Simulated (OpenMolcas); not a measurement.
## Sb3+: from RASSCF to RASPT2

```json
{
  "Program": "OpenMolcas 26.06",
  "Basis": "ANO-RCC-VQZP [8s7p5d3f2g]",
  "Scalar Hamiltonian": "DKH2, point nucleus",
  "Active space": "2 electrons in 9 orbitals (RAS2 5s 5p; RAS3 5d, at most 2 electrons)",
  "State averaging": "2S+1 = 3 even, 3 roots; 2S+1 = 1 even, 7 roots; 2S+1 = 3 odd, 3 roots; 2S+1 = 1 odd, 3 roots",
  "Spin-orbit coupling": "RASSI with atomic mean-field integrals over the reference wave functions, term energies averaged over their components"
}
```

Methods on the same reference wave functions:
A. RASSCF
B. SS-RASPT2, IPEA 0.25 Eh, imaginary shift 0.1 Eh (closed shells correlated: 4d)
C. MS-RASPT2, IPEA 0.25 Eh, imaginary shift 0.1 Eh (closed shells correlated: 4d)

Energies in cm-1 above 5s2 1S0, the measured ground level; measured values from Moore, Atomic Energy Levels, vol. III, NSRDS-NBS 35 (1971 reprint of NBS Circular 467, 1958).

```json
{"Level": "5s2 1S0", "A": "0.0", "B": "0.0", "C": "0.0", "Measured": "0.0"}
{"Level": "5s 5p 3P* 0", "A": "59043", "B": "65010", "C": "65590", "Measured": ""}
{"Level": "5s 5p 3P* 1", "A": "61031", "B": "66930", "C": "67510", "Measured": "66700"}
{"Level": "5s 5p 3P* 2", "A": "65726", "B": "71700", "C": "72270", "Measured": "72560"}
{"Level": "5s 5p 1P* 1", "A": "96774", "B": "94450", "C": "95030", "Measured": "95952"}
{"Level": "5p2 1D2", "A": "148079", "B": "156120", "C": "156700", "Measured": "155956"}
{"Level": "5p2 3P0", "A": "148453", "B": "152900", "C": "153480", "Measured": "152076"}
{"Level": "5p2 3P1", "A": "151605", "B": "156280", "C": "156850", "Measured": "156388"}
{"Level": "5p2 3P2", "A": "156719", "B": "162020", "C": "162600", "Measured": "163524"}
```

Deviations, from unrounded energies. A percentage is the sum of absolute deviations over the sum of measured energies, with the sign that they share, or ± where signs differ.

```tsv
Against measurement	Levels	A	B	C
mean absolute deviation (cm-1)	7	5200	740	790
other configurations (%)	7	±4.2	±0.6	±0.6
```

B lies closest to measurement on these levels and A furthest from it. The largest miss of B in the table is 5s 5p 1P* 1, by -1500 cm-1. The ranking rests on the paired levels alone, and a cruder setting can come out closer through cancelling errors.

Between B and C the level of the table that moves most is 5p2 1D2, by 580 cm-1 (lowest in B, highest in C). Moves below CASPT2's spread within the term are not significant.

The lowest spin-free term lies below A's lowest term by 0.443 hartree in B, 0.446 hartree in C.

CASPT2 does not keep the components of a term degenerate, so their means are used; among the terms shown or strongly mixed into the levels shown the widest spread is 42 cm-1 (5p2 1D, C). Active for correlation alone: 5d; no level in the range computed is led by a configuration that fills it, so any true level of that kind is missing. Some terms mix strongly with configurations of 5d, whose occupation reaches 0.29 (5p2 1D). Computed and measured levels are paired by configuration, term and J; levels that our copy of the source lacks, or whose pairing is in doubt (as where it misses far off the trend of its configuration), stay unpaired and out of the deviations. Only configurations of the active space appear. The table leaves out levels that lie high or whose names do not pair safely across all columns.

* marks odd parity.
